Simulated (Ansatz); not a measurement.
Results of the Gaussian-basis code of Ansatz.

GaH₃O₂, SMILES `[OH][GaH][OH]` at its PBE0-D4/def2-TZVP geometry, where that method's forces vanish. The species carries charge 0 and has multiplicity 1.

```
atom   x (Å)   y (Å)   z (Å)
  O1   0.760   1.154  -0.332
 Ga2   0.112  -0.487  -0.053
  O3  -1.510  -0.464   0.671
  H4   1.635   1.183  -0.723
  H5   0.836  -1.813  -0.386
  H6  -1.834   0.427   0.822
```

Task: For each bond, give half the difference of the two atoms' forces along it (eV/Å; positive pushes the atoms apart) under PBE-D4, r2SCAN-D4, B3LYP-D4, ωB97M-V in def2-TZVPP. (Estimate.)

Result: The calculation gave: 
| bond | length (Å) | PBE-D4 | r2SCAN-D4 | B3LYP-D4 | ωB97M-V |
| --- | --- | --- | --- | --- | --- |
| O1–Ga2 | 1.786 | 0.27 | 0.04 | 0.21 | 0.10 |
| O1–H4 | 0.959 | 0.39 | 0.06 | -0.02 | -0.07 |
| Ga2–O3 | 1.777 | 0.31 | 0.06 | 0.20 | 0.10 |
| Ga2–H5 | 1.547 | -0.19 | -0.15 | -0.19 | -0.19 |
| O3–H6 | 0.960 | 0.39 | 0.05 | -0.02 | -0.07 |

B3LYP here is the variant with VWN-RPA as its local correlation; programs differ in this.
